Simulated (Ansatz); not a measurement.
Species: selenium dioxide, SeO₂, charge 0, multiplicity 1. SMILES: O=[Se]=O
Coordinates optimised at B3LYP-D3(BJ)/def2-TZVP (Ansatz, a quantum-chemistry and plane-wave program):
```xyz
3

O     -1.3669     0.5583    -0.0329
Se     0.0083    -0.2816     0.0062
O      1.3317     0.6385     0.0066
```
Charge 0, spin multiplicity 1.

Property: vertical electron affinity (to the doublet state of charge -1; a negative value means that the extra electron is unbound and the number depends on the basis; each state is the SCF solution reached for its spin; for the singlet the Hartree-Fock reference is unstable and T1 is 0.027), in eV. Valence correlation only, unless marked. UHF or UKS for open shells. Spin-orbit coupling is left out. Frozen are the shells of the preceding noble gas and the d and f shells that filled before the atom's block. Non-relativistic. Anions need diffuse functions: aug- sets have them; def2-D sets add few. Basis-set limits of correlation are two-point, X^-3; Hartree-Fock from the larger set. [CCSD(T)-MP2]/basis is that difference in the basis named.

| level | program | vertical electron affinity (eV) |
|---|---|---|
| HF/aug-cc-pVDZ | Ansatz | 1.92 |
| HF/aug-cc-pVTZ | Ansatz | 1.93 |
| HF/aug-cc-pVQZ | Ansatz | 1.94 |
| PBE/def2-TZVPD | Ansatz | 1.56 |

Estimate the value at RI-MP2/CBS(aug-cc-pVTZ,aug-cc-pVQZ)+[CCSD(T)-MP2]/aug-cc-pVTZ as computed with Ansatz.

1.67 eV
